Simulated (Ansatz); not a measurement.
Method: Ansatz (a first-principles code) with PBE0-D3(BJ)/def2-TZVP. No frequencies were computed at this level.

Ansatz 0.2 input:
```yaml
crystal:
  periodic: [false, false, false]
  atoms:
    - { symbol: C, position_ang: [0.572331, 0.165853, 0.748597] }
    - { symbol: Si, position_ang: [-0.472677, -0.13744, -0.619166] }
    - { symbol: H, position_ang: [1.204871, 1.034791, 0.812927] }
    - { symbol: H, position_ang: [0.631627, -0.5014, 1.591549] }
    - { symbol: H, position_ang: [-1.347277, -1.297006, -0.751912] }
    - { symbol: H, position_ang: [-0.588875, 0.735201, -1.781994] }
basis:
  gaussian: { orbitals: def2-tzvp }
hamiltonian:
  xc: pbe0
  dispersion: d3bj
relax:
  max_steps: 150
```

Output:

```
Functional definition: PBE0
624 factors; their error is unknown
mean field evaluation 1: about -8965.4005 eV, gradient 5.7e1 eV
mean field evaluation 2: about -8946.8370 eV, gradient 8.4e1 eV
mean field evaluation 4: about -8973.7741 eV, gradient 3.4e0 eV
mean field evaluation 8: about -8973.8408 eV, gradient 2.1e-1 eV
mean field -8973.84084239 eV, -329.7825682700 hartree, gradient 3.2e-5 eV, S^2 0.000000; 0 other end points of the search recorded, 0 dependent functions left out
reference -8973.84086846 eV, -329.7825692281 hartree; 12, 12 occupied and 80, 80 virtual orbitals, 624 factors
relax step   1: F+E_penalty+E_count = -8973.91692838 eV  Δ(F+E_penalty+E_count) = +0.000e0 eV  max|allowed force component| = 1.348e0 eV/Å  Δτ_max = 0.0000 Å  (24 SCF iters, accepted)
these checks for a lower state are left out or cut short: starts, cluster_reference, orbital_swaps, neighbouring_geometries, increment
624 factors; their error is unknown
mean field evaluation 16: about -8973.8579 eV, gradient 2.1e0 eV
mean field -8973.89490619 eV, -329.7845550782 hartree, gradient 1.5e-5 eV, S^2 0.000000; 0 other end points of the search recorded, 0 dependent functions left out
reference -8973.89493220 eV, -329.7845560338 hartree; 12, 12 occupied and 80, 80 virtual orbitals, 624 factors
relax step   2: F+E_penalty+E_count = -8973.97132664 eV  Δ(F+E_penalty+E_count) = -5.440e-2 eV  max|allowed force component| = 5.467e-1 eV/Å  Δτ_max = 0.0546 Å  (28 SCF iters, accepted)
these checks for a lower state are left out or cut short: starts, cluster_reference, orbital_swaps, neighbouring_geometries, increment
624 factors; their error is unknown
mean field -8973.90076600 eV, -329.7847704220 hartree, gradient 1.5e-5 eV, S^2 0.000000; 0 other end points of the search recorded, 0 dependent functions left out
reference -8973.90079195 eV, -329.7847713756 hartree; 12, 12 occupied and 80, 80 virtual orbitals, 624 factors
relax step   3: F+E_penalty+E_count = -8973.97732392 eV  Δ(F+E_penalty+E_count) = -5.997e-3 eV  max|allowed force component| = 5.756e-2 eV/Å  Δτ_max = 0.0151 Å  (28 SCF iters, accepted)
these checks for a lower state are left out or cut short: starts, cluster_reference, orbital_swaps, neighbouring_geometries, increment
624 factors; their error is unknown
mean field evaluation 32: about -8973.9012 eV, gradient 2.0e-1 eV
mean field -8973.90128861 eV, -329.7847896276 hartree, gradient 1.5e-5 eV, S^2 0.000000; 0 other end points of the search recorded, 0 dependent functions left out
reference -8973.90131455 eV, -329.7847905811 hartree; 12, 12 occupied and 80, 80 virtual orbitals, 624 factors
relax step   4: F+E_penalty+E_count = -8973.97782080 eV  Δ(F+E_penalty+E_count) = -4.969e-4 eV  max|allowed force component| = 1.484e-2 eV/Å  Δτ_max = 0.0098 Å  (28 SCF iters, accepted)
these checks for a lower state are left out or cut short: starts, cluster_reference, orbital_swaps, neighbouring_geometries, increment
624 factors; their error is unknown
mean field -8973.90131118 eV, -329.7847904570 hartree, gradient 1.5e-5 eV, S^2 0.000000; 0 other end points of the search recorded, 0 dependent functions left out
reference -8973.90133713 eV, -329.7847914106 hartree; 12, 12 occupied and 80, 80 virtual orbitals, 624 factors
relax step   5: F+E_penalty+E_count = -8973.97785166 eV  Δ(F+E_penalty+E_count) = -3.086e-5 eV  max|allowed force component| = 6.452e-4 eV/Å  Δτ_max = 0.0014 Å  (20 SCF iters, accepted)
624 factors; their error is unknown
mean field -8973.90131118 eV, -329.7847904570 hartree, gradient 1.5e-5 eV, S^2 0.000000; 1 other end points of the search recorded, 0 dependent functions left out
reference -8973.90133713 eV, -329.7847914106 hartree; 12, 12 occupied and 80, 80 virtual orbitals, 624 factors
Total energy: -8973.97787761 eV, -329.7876042214 hartree
Atom 0 at     0.551783     0.160167     0.722249 Å, force    -0.000261    -0.000074    -0.000364 eV/Å
Atom 1 at    -0.463773    -0.134618    -0.607045 Å, force     0.000039     0.000004     0.000038 eV/Å
Atom 2 at     1.186264     1.036841     0.779952 Å, force     0.000549     0.000601    -0.000202 eV/Å
Atom 3 at     0.606821    -0.516362     1.567075 Å, force    -0.000227    -0.000509     0.000645 eV/Å
Atom 4 at    -1.333666    -1.326259    -0.697210 Å, force    -0.000026    -0.000308    -0.000012 eV/Å
Atom 5 at    -0.547427     0.780230    -1.765020 Å, force    -0.000074     0.000285    -0.000106 eV/Å
Dipole moment:    -0.093647    -0.027183    -0.122578 e Å
```

Cost: around 8 core-seconds (rough).
